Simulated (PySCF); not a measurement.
## Neon: a sound run and one with changed settings

Sound run: Ne⁺ [He] 2s2 2p5, Ne²⁺ [He] 2s2 2p4. Calculation: PySCF 2.14, in jorge-DZP-DKH (4s2p1d, 15 functions); scalar relativity by spin-free X2C-1e. The sound run starts from symmetry-adapted Hartree-Fock orbitals and uses a fine grid where one is needed.

A second run was set up differently.

| species | method | sound run (hartree) | changed run (hartree) | converged |
| --- | --- | --- | --- | --- |
| Ne⁺ | UHF | -127.93413 | -127.93413 | yes |
| Ne⁺ | M06-2X | -128.26403 | -128.26694 | yes |
| Ne⁺ | TPSS | -128.30069 | -128.30070 | yes |
| Ne²⁺ | UHF | -126.48488 | -126.48488 | yes |
| Ne²⁺ | M06-2X | -126.74662 | -126.74843 | yes |
| Ne²⁺ | TPSS | -126.78872 | -126.78877 | yes |

Ionisation energy of Ne⁺:

```
method  sound run (eV)  changed run (eV)
   UHF          39.436            39.436
M06-2X          41.291            41.321
  TPSS          41.143            41.142
```

(1) What was changed?
A. a valence shell is frozen
B. basis contracted for another Hamiltonian
C. angular grid far too coarse
D. too few SCF iterations

## Answers

(1) C. It used 26 angular points. A coarse angular grid integrates products of high-l functions wrongly, so density functionals can shift, and the SCF can exploit the error; Hartree-Fock and MP2 need no grid.
